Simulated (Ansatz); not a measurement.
A series at Si: from `O[Si](O)(Cl)[SiH](Cl)Cl`, ligands are replaced one by one, each step taking up H₂ and setting free HCl; n counts the steps. Ansatz, PBE0-D4/def2-TZVP geometries. Each molecule was computed in one conformer, which needn't be the lowest.

```json
{"n": "0", "molecule": "`O[Si](O)(Cl)[SiH](Cl)Cl`", "HOMO energy, ωB97M-V/def2-TZVPP (eV)": "?"}
{"n": "1", "molecule": "`O[SiH](O)[SiH](Cl)Cl`", "HOMO energy, ωB97M-V/def2-TZVPP (eV)": "-10.07"}
{"n": "2", "molecule": "`O[SiH](O)[SiH2]Cl`", "HOMO energy, ωB97M-V/def2-TZVPP (eV)": "-9.84"}
{"n": "3", "molecule": "`O[SiH](O)[SiH3]`", "HOMO energy, ωB97M-V/def2-TZVPP (eV)": "-9.99"}
```

Question: By hand: fit a straight line y = ȳ + b (n − n̄) to the 3 given rows and predict n = 0.

Answer: n̄ = 2.000, ȳ = -9.967; Σ(n − n̄)(y − ȳ) = 0.080, Σ(n − n̄)² = 2.000, so b = 0.040 eV a step. Prediction: -9.967 + (0.040) × (-2.000) = -10.05 eV.

Question: By hand: compare with the computed value, -10.28 eV, and give the steps along the whole series.

Answer: The line misses by -0.23 eV (computed minus predicted). Steps: 0.21, 0.23, -0.15 eV.

The steps change sign along the series, so a line is a poor guide. The highest orbital can change its character along such a series. The miss is 52.3 % of the series' range.
